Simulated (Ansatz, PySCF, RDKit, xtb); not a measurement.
Pair of molecules: CH3F (SMILES CF) (first 5 atoms) with CH6Si (SMILES C[SiH3]); geometry from B3LYP-D3(BJ)/def2-TZVP, rigid monomers moved along the line of their centres of mass till F2···Si7 is 3.70 Å.
(charge 0, multiplicity 1):
| atom | x (Å) | y (Å) | z (Å) |
|---|---|---|---|
| C | -0.1471 | -0.1337 | 0.5081 |
| F | 1.0017 | 0.1518 | 1.2392 |
| H | -0.8590 | 0.6806 | 0.6440 |
| H | 0.1251 | -0.2283 | -0.5437 |
| H | -0.5711 | -1.0684 | 0.8757 |
| C | -0.7485 | -0.1435 | 6.5294 |
| Si | -0.0882 | -0.0219 | 4.7752 |
| H | -0.6632 | 0.8148 | 7.0454 |
| H | -0.1917 | -0.8856 | 7.1049 |
| H | -1.8005 | -0.4351 | 6.5327 |
| H | -0.8648 | 0.9848 | 4.0116 |
| H | -0.2229 | -1.3318 | 4.0928 |
| H | 1.3381 | 0.3738 | 4.7871 |

Interaction energies are E(AB) − E(A) − E(B) at the monomers' geometry in the complex; basis-set methods are counterpoise corrected. Rows marked so take none. RDKit's UFF carries no charges.

Rows in 6-31G* carry no dispersion term and start afresh at each structure (6-31G* with six Cartesian d functions).

Run with Ansatz (Gaussian orbitals); PySCF for 6-31G* rows, the dispersion terms; RDKit for the force fields; xtb for the GFN methods. 

```csv
level,interaction energy (kcal/mol)
UFF,-0.90
GFN-FF,-0.62
HF/6-31G*,-0.08
BP86/6-31G* (no counterpoise),-1.18
r2SCAN/def2-TZVPPD,-0.67
B3LYP/def2-TZVPPD,0.03
B3LYP-D4/def2-TZVPPD,-0.84
PBE0-D4/def2-TZVPPD,-0.99
M06-2X/6-31G* (no counterpoise),…
```

Question: What belongs in the gaps?

Answer: 
- M06-2X/6-31G* (no counterpoise), interaction energy (kcal/mol): -2.14

Ansatz is a first-principles code.
